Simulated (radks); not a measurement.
Results of a calculation; reference values are marked as such.
Question: These are the eigenvalues of the occupied orbitals of an atom or ion with whole-number occupations (eV). Level of theory: non-relativistic Kohn-Sham, TPSS, spin-polarised, spherical densities, point nucleus; meta-GGA in the generalised Kohn-Sham scheme (a radial shooting solver on a logarithmic mesh with Libxc functionals).

1s down: -73017.06
1s up: -73017.05
2s up: -13664.91
2s down: -13662.33
2p up: -13199.05
2p down: -13197.13
3s up: -4515.994
3s down: -4515.064
3p up: -4302.587
3p down: -4301.444
3d up: -3911.961
3d down: -3909.808
4s up: -2101.195
4s down: -2094.475
4p up: -2006.616
4p down: -1999.838
4d up: -1839.518

Which element is it, and in what charge state? The configuration may be excited. Open shells, if any, are filled with parallel spins first.

Answer: Z = 78, platinum, charge +40: Pt40+ in [Kr] 4d2. The list shows which subshells hold electrons but not how many an open one holds; the 1s level, -2683.3 hartree, gives Z - s = 73.3 by -(Z - s)^2/2, which with screening narrows Z to a few neighbours, and the depths of the outer levels then fix element, charge and occupations together.
